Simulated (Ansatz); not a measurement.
Reaction (redistribution): `[CH3][Al]([CH3])[N]=C=O` + silicon tetrafluoride → `[CH3][Al]([CH3])[F]` + `O=C=N[Si](F)(F)F`

Gas-phase electronic energies from Ansatz, PBE0-D4/def2-TZVP geometries. CCSD(T)/CBS adds triple-zeta CCSD(T) − MP2 to the extrapolated MP2 energy (def2 sets, frozen cores). Functionals use def2-TZVPP. B3LYP here is the variant with VWN-RPA as its local correlation; programs differ in this. HSE06 is defined as in plane-wave codes. One conformer a species, not always the lowest.

```csv
level,ΔE (eV)
B3LYP-D4,0.03
B2PLYP,0.07
HSE06,0.06
CCSD/def2-SVP,-0.04
```

Task: What does CCSD(T)/CBS give? (An estimate is asked.)

Result: Computed: +0.09 eV. The listed levels differ from it by -0.06, -0.02, -0.03, -0.13 eV.

Largest T1 diagnostic among the species: 0.014.

Leaving LDA and LC-ωPBE aside and taking each functional with its dispersion term where it has one, the values, not all of them listed here, spread over 0.10 eV, from BLYP-D4 to PBE-QIDH. At CCSD(T), def2-SVP lies −0.12 eV from the extrapolated value and def2-TZVPP +0.02 eV. From PBE to PBE0 (25 % exact exchange), in def2-TZVPP and without D4, ΔE moves by +0.03 eV.
